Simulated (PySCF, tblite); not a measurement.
C4H12O3Si2.
Z-matrix (Å and degrees, GFN2-xTB geometry), rows numbered from 1:
```
C 
C   1  1.3197
O   2  1.3455  1  126.21
Si  3  1.6354  2  131.35  1     6.66
O   4  1.6351  3  107.64  2   -65.17
Si  4  2.3048  3  114.12  2    58.25
C   4  1.9045  3  102.72  2  -178.78
O   7  1.4197  4  103.55  3   168.68
C   8  1.4035  7  113.24  4   178.01
H   1  1.0734  2  120.83  3   179.60
H   1  1.0748  2  121.28  3     0.47
H   2  1.0842  1  122.31  3  -179.66
H   5  0.9541  4  119.30  3  -151.54
H   6  1.4699  4  113.06  3    13.46
H   6  1.4704  4  112.53  3  -105.52
H   6  1.4670  4  112.84  3   134.65
H   7  1.0962  4  112.97  3   -72.56
H   7  1.0976  4  113.46  3    49.60
H   9  1.0887  8  106.99  7   179.35
H   9  1.0976  8  111.09  7    59.75
H   9  1.0973  8  111.08  7   -61.22
```

Computed, not measured: PBE0/pcSseg-1 in PySCF (dipole) on a GFN2-xTB geometry, gas phase.

Take the most abundant isotopes and a rigid rotor. The values belong to one conformer with, in the numbering `[CH2:1]=[CH:2][O:3][Si@@:4]([OH:5])([SiH3:6])[CH2:7][O:8][CH3:9]`, C1–C2–O3–Si4 7°, C2–O3–Si4–O5 -65°, O3–Si4–O5–H -152°, O3–Si4–C7–O8 169°, Si4–C7–O8–C9 178°.

Give the principal moments of inertia and the rotational constants in MHz.

Ia = 289.32, Ib = 723.21, Ic = 852.40 u·Å²; 505379 MHz·u·Å²/I gives A = 1747, B = 698.8, C = 592.9 MHz.

What kind of rotor is it?

An asymmetric top; Ray's κ = -0.816.

Is it planar, by Δ = Ic − Ia − Ib?

Not planar: Δ = Ic − Ia − Ib = -160.13 u·Å². For a rigid frame Δ = −2 Σ m c², so Σ m c² = 80.07 u·Å² lies off the ab plane: 15.67 from hydrogen and 64.39 from heavier atoms. The atom farthest from that plane is 2.19 Å away.

List the rotational levels J(Ka,Kc) to J = 3 (cm⁻¹).

Above 0(0,0):
J = 1: 1(0,1) 0.0431, 1(1,1) 0.0780, 1(1,0) 0.0816
J = 2: 2(0,2) 0.1290, 2(1,2) 0.1607, 2(1,1) 0.1713, 2(2,1) 0.2762, 2(2,0) 0.2764
J = 3: 3(0,3) 0.2573, 3(1,3) 0.2845, 3(1,2) 0.3057, 3(2,2) 0.4054, 3(2,1) 0.4067, 3(3,1) 0.5892, 3(3,0) 0.5892
The levels of one J sum to (2J + 1)J(J + 1)(A + B + C)/3.

Which lines would a microwave search look for?

The dipole components are |μa| = 1.91 D, |μb| = 0.56 D, |μc| = 0.59 D. The squared components, which scale the intensities, stand as 1.00 : 0.09 : 0.09 (a : b : c). Some lines, for components of 0.1 D or more:

| type | branch | J(Ka,Kc) | MHz | lower level (cm⁻¹) |
| --- | --- | --- | --- | --- |
| a | Q | 2(1,1) ← 2(1,2) | 318 | 0.161 |
| c | Q | 3(1,3) ← 3(0,3) | 816 | 0.257 |
| c | Q | 2(1,2) ← 2(0,2) | 950 | 0.129 |
| b | Q | 1(1,0) ← 1(0,1) | 1154 | 0.043 |
| b | Q | 3(1,2) ← 3(0,3) | 1452 | 0.257 |
| a | R | 2(0,2) ← 1(0,1) | 2576 | 0.043 |
| b | R | 3(0,3) ← 2(1,2) | 2895 | 0.161 |
| c | Q | 3(2,2) ← 3(1,2) | 2990 | 0.306 |
| b | Q | 3(2,1) ← 3(1,2) | 3028 | 0.306 |
| c | Q | 2(2,1) ← 2(1,1) | 3144 | 0.171 |
| b | Q | 2(2,1) ← 2(1,2) | 3462 | 0.161 |
| b | R | 2(1,2) ← 1(0,1) | 3525 | 0.043 |
| a | R | 3(2,2) ← 2(2,1) | 3875 | 0.276 |
| a | R | 3(1,2) ← 2(1,1) | 4029 | 0.171 |
| b | R | 3(1,3) ← 2(0,2) | 4661 | 0.129 |
| b | Q | 3(3,0) ← 3(2,1) | 5472 | 0.407 |
| b | R | 2(2,0) ← 1(1,1) | 5947 | 0.078 |
| b | R | 3(3,1) ← 2(2,0) | 9377 | 0.276 |
| c | R | 3(3,0) ← 2(2,0) | 9377 | 0.276 |

Estimate the classical rotational partition function at 25 K, 298.15 K and 500 K.

Point group C1, symmetry number σ = 1; q = (√π/σ)·√((kT/h)³/(ABC)), k/h = 20836.6 MHz/K: 24800 at 25 K, 1020000 at 298.15 K, 2220000 at 500 K.

Its GFN2-xTB frequencies are all real (lowest 32 cm⁻¹). Constants of a rigid frame at the computed geometry: no zero-point averaging, no centrifugal distortion. A rigid rotor knows nothing of internal rotation, which can split or shift real lines.

On one thread of an Arm Neoverse N1 (shared host), this took 90 s of wall time and 1.1 GiB of memory at its peak. This is the PBE0/pcSseg-1 job that gave the dipole, with the shieldings it also computed.
